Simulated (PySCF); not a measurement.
SMILES OB(O)[SiH2][SiH](F)F (H5BF2O2Si2) at its CAM-B3LYP/def2-SVP optimised geometry (Å):

```
12

Si    -0.3209     0.9289     0.0000
F     -1.8276     1.1144    -0.5550
F     -0.4120     1.2780     1.6054
Si     0.3342    -1.3121     0.0000
B     -0.4191    -2.0487     1.7508
O     -0.7494    -1.2476     2.7899
O     -0.5758    -3.3866     1.8680
H      0.5076     1.9957    -0.6075
H     -0.1396    -1.9957    -1.2338
H      1.8276    -1.3121     0.0000
H     -0.6402    -0.2973     2.6354
H     -0.9273    -3.6315     2.7367
```

Computed with CAM-B3LYP/def2-TZVP (PySCF). Cells within 0.4 Å of a nucleus heavier than hydrogen are left out (blank, or x).

Map of the deformation density (molecule minus spherical neutral atoms) (e/bohr³) on the plane z = 0.0 Å:

```
|1111111111111111111111111111111|
|1111111111111111111111111111111|
|1111111111111111111111111111111|
|1111111111111111111111111111111|
|1111111111111111111111111111111|
|1111111111111111111111111111111|
|1111111111111112221111111111111|
|1111111111110012332111111111111|
|1111111222100013442111111111111|
|1111112222210013442111111111111|
|1111112223320112322111111111111|
|1111112234421xxx111111111111111|
|1111112233321xxx100111111111111|
|11111122222101x2211111111111111|
|1111111111101245432111111111111|
|1111111111112366532111111111111|
|1111111111112356532111111111111|
|1111111111112345422222211111111|
|1111111111111123211233211111111|
|1111111111110001xx2467521111111|
|111111111111000xxx2589921111111|
|1111111111111011xx2466411111111|
|1111111111111111000233211111111|
|1111111111111111000112111111111|
|1111111111111111000111111111111|
|1111111111111111111111111111111|
|1111111111111111111111111111111|
|1111111111111111111111111111111|
|1111111111111111111111111111111|
|1111111111111111111111111111111|
|1111111111111111111111111111111|
```
Scale: ten equal steps from -0.018 (start of '0') to 0.078 (end of '9'), in the order '0123456789'; x runs from -4.00 to 4.00, y from -4.00 (bottom) to 4.00 (top).
